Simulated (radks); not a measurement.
The numbers below are computed, except where a source is named.
Problem. The mean radii <r> (bohr) of the occupied orbitals of an atom or ion are listed with their occupations. Level of theory: Dirac Kohn-Sham, PBE, spin-unpolarised, spherical densities, point nucleus (a radial shooting solver on a logarithmic mesh with Libxc functionals).

orbital  occ.      <r>
1s1/2       2  0.01714
2s1/2       2  0.07168
2p1/2       2  0.05906
2p3/2       4  0.06749
3s1/2       2   0.1865
3p1/2       2   0.1768
3p3/2       4   0.1923
3d3/2       4   0.1676
3d5/2       6   0.1723
4s1/2       2   0.4149
4p1/2       2   0.4179
4p3/2       4   0.4518
4d3/2       4   0.4617
4d5/2       6   0.4729
5s1/2       2   0.9534
4f5/2       6   0.5126
4f7/2       8   0.5199
5p1/2       2    1.035
5p3/2       4    1.136
5d3/2     3.6    1.648
6s1/2       1    2.933
5d5/2     5.4    1.738

Name the element and its charge. Open shells, if any, are shared by 2j + 1.

Solution. Z = 78, platinum, charge 0: Pt in [Xe] 4f14 5d9 6s1. The 1s radius gives Z: for a bare nucleus <r> = (2 gamma + 1)/(2Z) with gamma = sqrt(1 - (Z/c)^2), 0.01695 bohr for Z = 78, and screening makes it slightly larger (0.01714 here). The occupations add up to 78, and the charge is Z minus that.
